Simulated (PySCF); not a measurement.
Simulated S 2p region for Al3H3S3 ((HAlS)3 ring), binding energy against the vacuum level.

Every computed line was given a Gaussian of 0.6 eV full width at half maximum and an area set by the number of equivalent atoms (split 2:1 within a doublet); the highest printed point is 100. Computed with delta-SCF UKS SCAN, pcX-2 on the ionised atom, pcseg-1 elsewhere, spin-free X2C (PySCF).

(binding energy (eV), intensity): (167.7, 0), (167.8, 1), (167.9, 3), (168.0, 9), (168.1, 19), (168.2, 36), (168.3, 58), (168.4, 81), (168.5, 97), (168.6, 100), (168.7, 88), (168.8, 66), (168.9, 43), (169.0, 24), (169.1, 13), (169.2, 8), (169.3, 9), (169.4, 16), (169.5, 26), (169.6, 38), (169.7, 47), (169.8, 50), (169.9, 46), (170.0, 36), (170.1, 24), (170.2, 14), (170.3, 7), (170.4, 3), (170.5, 1), (170.6, 0)

Problem. How many maxima does the curve show, and how many computed lines lie under it?

Solution. The curve has 2 maxima (at 168.6 and 169.8 eV). Under it lie 2 lines from 1 inequivalent sulfur site, drawn as a 2p3/2, 2p1/2 pair.

Problem. Decompose the envelope and assign each component. Bonds: Al1–S3, Al1–S9, S3–Al4, Al4–S6, S6–Al7, Al7–S9. Hydrogens: H2 on Al1; H5 on Al4; H8 on Al7.

Solution. 
| position (eV) | relative area | line | atoms | environment |
| --- | --- | --- | --- | --- |
| 168.57 | 2.00 | S 2p3/2 | S3/S6/S9 | sulfur bonded to 2 Al |
| 169.79 | 1.00 | S 2p1/2 | S3/S6/S9 | sulfur bonded to 2 Al |

Problem. What are the centre and the root-mean-square width of the whole band?

Solution. The area-weighted mean of the lines is 168.98 eV. Their own spread about it is 0.58 eV (rms) and each Gaussian has σ = 0.6/2.355 = 0.25 eV; the variances add, which gives 0.63 eV.

Shake-up satellites, vibrational structure and lifetime widths aren't simulated. Atoms equivalent by their bonding share one computed value, that of the first of them. For 2p shells one spin-free hole was relaxed; a mean-field spin–orbit operator and the ground-state splitting of the three 2p orbitals were then diagonalised within the shell. The shell's mean is (2 × 2p3/2 + 2p1/2)/3, and the degeneracies 2j + 1 give areas of 2:1. 2p1/2 minus 2p3/2 (ligand field included): S 1.23 eV. Isolated species at its PBE0-D3(BJ)/def2-SVP geometry (one conformer only).

The run took 21 s of wall time on one thread of an Arm Neoverse V1, no GPU, on a shared host, and the process peaked at 0.50 GiB of memory.
